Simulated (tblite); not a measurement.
Species: C₅H₇O₂S (doublet state).
Numbering: `[CH2:1][O:2][C:3]1=[C:4]([S@:5]([CH3:6])=[O:7])[CH2:8]1` (hydrogens: H9, H10 on C1; H11, H12, H13 on C6; H14, H15 on C8)
Bond orders are those of one Lewis drawing.

Computed with GFN2-xTB (tblite), gas phase: L-BFGS steps from a force-field or distance-geometry start until the largest atomic force falls under 0.01 eV/Å.

Step 104: E = -692.7155 eV
```
atom  x, y, z in Å  |  force x, y, z in eV/Å
C1      3.2876   -0.3749   -0.0940   -0.051  -0.010   0.021
O2      2.0371   -0.8424   -0.0554    0.079   0.040  -0.038
C3      1.0146   -0.0732   -0.2606   -0.044  -0.003  -0.024
C4     -0.3022    0.0961   -0.3865    0.084   0.035  -0.019
S5     -1.7166   -0.6673   -1.1270   -0.044  -0.054   0.012
C6     -2.9101   -0.2266    0.2288    0.047  -0.003   0.034
O7     -1.4907   -2.1045   -1.0069   -0.064  -0.008  -0.022
C8      0.5837    1.3198   -0.5742   -0.005   0.001  -0.008
H9      4.0513   -1.1131    0.0330   -0.005   0.025   0.026
H10     3.4851    0.6529   -0.3409   -0.005  -0.034   0.018
H11    -3.8591   -0.7060    0.0090    0.030   0.020  -0.016
H12    -3.0226    0.8512    0.2536    0.016  -0.014  -0.017
H13    -2.5118   -0.5983    1.1658   -0.026   0.000   0.022
H14     0.7802    1.7108   -1.5686   -0.023   0.022   0.027
H15     0.5692    2.0836    0.1965    0.012  -0.018  -0.016
```

Step 105: E = -692.7168 eV
```
atom  x, y, z in Å  |  force x, y, z in eV/Å
C1      3.2870   -0.3747   -0.0954   -0.005  -0.038   0.027
O2      2.0368   -0.8424   -0.0620    0.086   0.041  -0.022
C3      1.0138   -0.0734   -0.2637   -0.076   0.002  -0.044
C4     -0.3034    0.0905   -0.3937    0.112   0.051  -0.005
S5     -1.7184   -0.6702   -1.1313   -0.061  -0.080   0.026
C6     -2.9042   -0.2236    0.2295    0.052  -0.006   0.030
O7     -1.4973   -2.1078   -1.0066   -0.061  -0.008  -0.037
C8      0.5762    1.3189   -0.5733    0.028  -0.012  -0.025
H9      4.0503   -1.1121    0.0459   -0.032   0.049   0.014
H10     3.4885    0.6529   -0.3398   -0.015  -0.033   0.021
H11    -3.8551   -0.7008    0.0120    0.030   0.037  -0.005
H12    -3.0096    0.8552    0.2542    0.003  -0.035  -0.010
H13    -2.5020   -0.5992    1.1639   -0.040   0.013   0.005
H14     0.7738    1.7142   -1.5655   -0.022   0.025   0.013
H15     0.5593    2.0805    0.1985    0.002  -0.007   0.010
```

Step 106: E = -692.7188 eV
```
atom  x, y, z in Å  |  force x, y, z in eV/Å
C1      3.2872   -0.3719   -0.0958    0.076  -0.050   0.031
O2      2.0391   -0.8433   -0.0739    0.071   0.038  -0.001
C3      1.0133   -0.0769   -0.2713   -0.086   0.004  -0.067
C4     -0.3038    0.0809   -0.4063    0.106   0.047   0.010
S5     -1.7247   -0.6740   -1.1367   -0.057  -0.084   0.039
C6     -2.8973   -0.2192    0.2325    0.046  -0.011   0.013
O7     -1.5130   -2.1128   -1.0098   -0.051  -0.015  -0.045
C8      0.5676    1.3151   -0.5744    0.074  -0.022  -0.045
H9      4.0529   -1.1057    0.0633   -0.075   0.078  -0.002
H10     3.4925    0.6580   -0.3296   -0.039  -0.050   0.026
H11    -3.8517   -0.6911    0.0176    0.029   0.060   0.009
H12    -2.9922    0.8612    0.2580   -0.010  -0.061   0.001
H13    -2.4919   -0.6018    1.1631   -0.045   0.028  -0.002
H14     0.7671    1.7160   -1.5632   -0.021   0.032  -0.014
H15     0.5502    2.0734    0.1990   -0.019   0.005   0.047
```

Step 107: E = -692.7215 eV
```
atom  x, y, z in Å  |  force x, y, z in eV/Å
C1      3.2894   -0.3658   -0.0942    0.157  -0.069   0.043
O2      2.0448   -0.8443   -0.0890    0.033   0.020   0.016
C3      1.0137   -0.0839   -0.2849   -0.058   0.008  -0.085
C4     -0.3026    0.0673   -0.4258    0.051   0.017   0.017
S5     -1.7364   -0.6797   -1.1431   -0.021  -0.057   0.045
C6     -2.8894   -0.2133    0.2379    0.030  -0.019  -0.011
O7     -1.5390   -2.1201   -1.0170   -0.035  -0.025  -0.043
C8      0.5591    1.3080   -0.5784    0.120  -0.019  -0.043
H9      4.0588   -1.0933    0.0849   -0.117   0.096  -0.019
H10     3.4963    0.6674   -0.3103   -0.062  -0.040   0.021
H11    -3.8492   -0.6766    0.0262    0.024   0.081   0.022
H12    -2.9706    0.8684    0.2658   -0.020  -0.079   0.010
H13    -2.4824   -0.6056    1.1635   -0.038   0.037   0.005
H14     0.7611    1.7180   -1.5618   -0.017   0.039  -0.056
H15     0.5420    2.0615    0.1988   -0.046   0.009   0.079
```

Problem. Estimate the geometry and energy of step 108. (The exact step hangs on the optimiser's Hessian estimate; all steps are aligned on step 107, rigid shifts and turns removed.)

Solution. E = -692.7249 eV, largest force 0.209 eV/Å
```
atom  x, y, z in Å  |  force x, y, z in eV/Å
C1      3.2927   -0.3559   -0.0891    0.198  -0.043   0.050
O2      2.0533   -0.8470   -0.1062   -0.011   0.007   0.017
C3      1.0150   -0.0957   -0.3049    0.008   0.007  -0.086
C4     -0.2997    0.0493   -0.4530   -0.041  -0.031   0.018
S5     -1.7530   -0.6876   -1.1507    0.034  -0.001   0.039
C6     -2.8799   -0.2062    0.2458    0.004  -0.025  -0.036
O7     -1.5748   -2.1304   -1.0292   -0.012  -0.030  -0.026
C8      0.5526    1.2968   -0.5867    0.146  -0.004  -0.032
H9      4.0674   -1.0745    0.1043   -0.132   0.088  -0.026
H10     3.4955    0.6845   -0.2746   -0.088  -0.053   0.014
H11    -3.8480   -0.6547    0.0393    0.020   0.095   0.032
H12    -2.9435    0.8766    0.2789   -0.025  -0.083   0.008
H13    -2.4730   -0.6097    1.1655   -0.017   0.030   0.026
H14     0.7580    1.7186   -1.5633   -0.014   0.043  -0.095
H15     0.5331    2.0440    0.1966   -0.070   0.000   0.097
```

The energy changes by -0.0034 eV. The first-order estimate −F·Δx gives -0.0046 eV and the mean of the old and new forces, exact on a quadratic surface, -0.0034 eV. The step makes an angle of 82° with the force vector and moves no atom by more than 0.040 Å.

What follows is the cost of the whole relaxation. Hardware: one thread, AMD EPYC 9R45 (x86_64), no GPU, shared host with 96 logical CPUs at a one-minute load of 43. Cost: 0.63 s wall.
